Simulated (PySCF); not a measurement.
# Excitation energy of Hg by level of theory

Hg [Xe] 4f14 5d10 6s2 (1S) → Hg [Xe] 4f14 5d10 6s1 6d1 (3D), as a difference of total energies. All numbers are calculated (PySCF 2.14, a scalar-relativistic core potential, in aug-cc-pwCVDZ-PP with ECP60MDF (6s6p5d3f, 70 functions)). Correlated levels: valence: 5s2 5p6 frozen; valence and next inner shell: nothing frozen outside the core potential. The calculations carry no spin-orbit coupling.

```csv
method,excitation energy (eV)
UHF,8.472
LDA,10.027
PBE,9.524
PBE0,9.403
r2SCAN,9.642
BLYP,9.634
HSE06,9.407
r2SCANh,9.612
B2PLYP,9.801
MP2 (valence),10.175
SCS-MP2 (valence),10.160
MP2 (valence and next inner shell),10.338
SCS-MP2 (valence and next inner shell),10.272
```

**Question.** How much does correlation contribute at MP2 (valence and next inner shell)?

**Answer.** 10.338 − (8.472) = 1.866 eV, measured against UHF.

The promoted electron is Rydberg-like, and one or two diffuse shells describe it only roughly, which tends to raise the upper state.

In the upper state the promoted electron has a positive orbital energy at LDA, PBE, PBE0, r2SCAN, BLYP, HSE06, r2SCANh, B2PLYP, so the basis confines it.
